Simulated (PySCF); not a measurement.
Peak assignment

Geometry (Å), atoms numbered from 1 in this order:
```xyz
23

C     2.1819    0.7036   -1.8297
C     1.5803    0.0662   -0.5741
C     2.6701   -0.4826    0.3162
O     2.7388   -0.3469    1.5059
O     0.7791    0.9932    0.0806
Si   -0.3619    0.7305    1.2226
O     0.1290   -0.0465    2.5587
N    -1.5935   -0.2744    0.5587
C    -2.1421    0.0067   -0.7466
C    -2.5446   -0.9402    1.4176
H     1.3804    1.0308   -2.4860
H     2.8104   -0.0067   -2.3597
H     2.7712    1.5724   -1.5484
H     0.9831   -0.8153   -0.8698
H     3.4322   -1.0632   -0.2392
H    -0.6692    2.1289    1.4942
H     1.0779   -0.1113    2.6869
H    -2.4123   -0.9296   -1.2451
H    -1.4039    0.5305   -1.3478
H    -3.0419    0.6305   -0.6841
H    -2.8553   -1.8855    0.9635
H    -2.0761   -1.1383    2.3761
H    -3.4381   -0.3258    1.5808
```

Theoretical values (PySCF): coordinates at the GFN2-xTB level, NMR shieldings at PBE0/pcSseg-1/GIAO. Equivalent nuclei averaged, non-relativistic, single conformer, no solvent.

Chemical shifts δ = σref − σ; ¹³C (σ = 186.93 ppm), ¹H (σ = 31.72 ppm) vs TMS, all at this level.

Question: Assign these signals to the numbered atoms. ¹³C{¹H} NMR (computed): δ 212.5 (CH), 77.7 (CH), 38.2 (CH3), 19.1 (CH3).

Answer: 
| δ (ppm) | atoms | environment | reason |
| --- | --- | --- | --- |
| 212.5 | C3 | aldehyde carbonyl carbon | the double bond to the heteroatom, with no lone-pair donor beside it, deshields it most |
| 77.7 | C2 | sp3 CH bonded to O, α to a carbonyl | pulled downfield by the heteroatom |
| 38.2 | C9/C10 | methyl carbon bonded to N | the inductive effect lowers its shielding |
| 19.1 | C1 | methyl carbon | aliphatic region, no heteroatom directly attached |

Question: Assign these signals to the numbered atoms. ¹H NMR (400 MHz, computed): δ 9.82 (d, 1H), 4.59 (s, 1H), 4.54 (m, 1H), 3.86 (br s, 1H), 2.62 (s, 6H), 1.56 (d, 3H).

Answer: 
```tsv
δ (ppm)	atoms	environment	reason
9.82	H15	hydrogen on an aldehyde carbonyl carbon	the C=O anisotropy and electron withdrawal place aldehyde protons far downfield
4.59	H16	hydrogen on a silicon bonded to N, 2 O	–
4.54	H14	hydrogen on an sp3 CH bonded to O, α to a carbonyl	its carbon carries O, which withdraws density
3.86	H17	hydrogen on an oxygen bonded to Si	exchangeable, gas-phase position
2.62	H18/H19/H20/H21/H22/H23	hydrogen on a methyl carbon bonded to N	its carbon carries N, an electronegative neighbour
1.56	H11/H12/H13	hydrogen on a methyl carbon	–
```

H16 and H14 lie closer than the usual error of such a calculation, so a measured spectrum could show them in the other order.

Exchangeable OH/NH protons stand at their gas-phase positions; hydrogen bonding in a real sample shifts them, mostly to higher δ. Shifts are as computed. Against solution values, carbons near 30 ppm lie about +3 ppm off and those near 130 ppm about +5 ppm. Of 1211 compounds with measured shifts, 218 miss one by over three times the rms of a fit or turn the order of signals round; such compounds aren't used in these exercises. No couplings were computed; multiplicities are counted from neighbouring protons, with m where these are inequivalent, close in shift, in a saturated or five-membered ring or joined by F or P, and br s for small geminal =CH2 splittings.
